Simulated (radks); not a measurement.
Task: All-electron atom: F in [He] 2s2 2p5. Calculated with a radial shooting solver on a logarithmic mesh with Libxc functionals: scalar-relativistic Kohn-Sham, Slater X-alpha with alpha = 0.771, spin-unpolarised, spherical densities, finite nucleus; Fermi nuclear charge, rms radius 2.8976 fm. Some entries of the table are withheld. Estimate them.

orbital,occ.,eigenvalue (hartree),<r> (bohr)
1s,2,(1),(2)
2s,2,-1.10655,1.000
2p,5,(3),(4)

Result: 
(1) 1s eigenvalue (hartree): -24.47891
(2) 1s <r> (bohr): 0.1764
(3) 2p eigenvalue (hartree): -0.42448
(4) 2p <r> (bohr): 1.084
